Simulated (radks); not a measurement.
The nickel anion Ni- inside a hard spherical wall (all orbitals vanish at R), configuration held at [Ar] 3d9 4s2 and not refilled when levels cross. Method: scalar-relativistic Kohn-Sham, LDA (Slater exchange, Perdew-Wang correlation), spin-polarised, spherical densities, point nucleus; open shells are filled with parallel spins first; computed with a radial shooting solver on a logarithmic mesh with Libxc functionals. Eigenvalues in eV for spin up, with the zero of energy where the potential of the charges vanishes at infinity; a dash marks a level that is unbound or too diffuse for the functional's potential to be trusted. A positive occupied level is held by the wall or, in an anion where self-interaction has pushed it up, behind a barrier. The pressure on the wall is -dE/dV.

| R (bohr) | E (hartree) | kinetic (hartree) | e(3s) | e(3p) | e(4s) | e(3d) | e(4p, empty) | e(5s, empty) | pressure (GPa) |
|---|---|---|---|---|---|---|---|---|---|
| 15 | -1518.19297 | 1538.578 | -99.790 | -60.638 | 0.784 | 0.914 | - | - | 0.00183 |
| 10 | -1518.18829 | 1538.599 | -99.371 | -60.217 | 1.137 | 1.332 | 4.073 | 5.718 | 0.0700 |
| 8 | -1518.17542 | 1538.653 | -98.725 | -59.569 | 1.705 | 1.968 | 5.215 | 8.903 | 0.445 |
| 7 | -1518.15700 | 1538.724 | -98.066 | -58.909 | 2.311 | 2.609 | 6.256 | 11.951 | 1.28 |
| 6 | -1518.11455 | 1538.877 | -96.919 | -57.764 | 3.420 | 3.711 | 7.995 | 17.155 | 4.17 |
| 5 | -1518.00621 | 1539.244 | -94.780 | -55.635 | 5.655 | 5.740 | 11.226 | 26.909 | 16.2 |
| 3.5 | -1517.29074 | 1541.482 | -86.325 | -47.299 | 16.331 | 13.731 | 25.146 | 67.919 | 209 |
| 3 | -1516.47398 | 1543.932 | -79.875 | -40.991 | 26.415 | 19.999 | 37.464 | 102.39 | 615 |
| 2 | -1509.31133 | 1565.271 | -48.343 | -9.671 | 98.038 | 54.044 | 117.57 | 303.34 | 10400 |
| 1.5 | -1490.40317 | 1619.232 | 1.092 | 42.017 | 249.15 | 111.98 | 272.22 | 651.43 | 75100 |
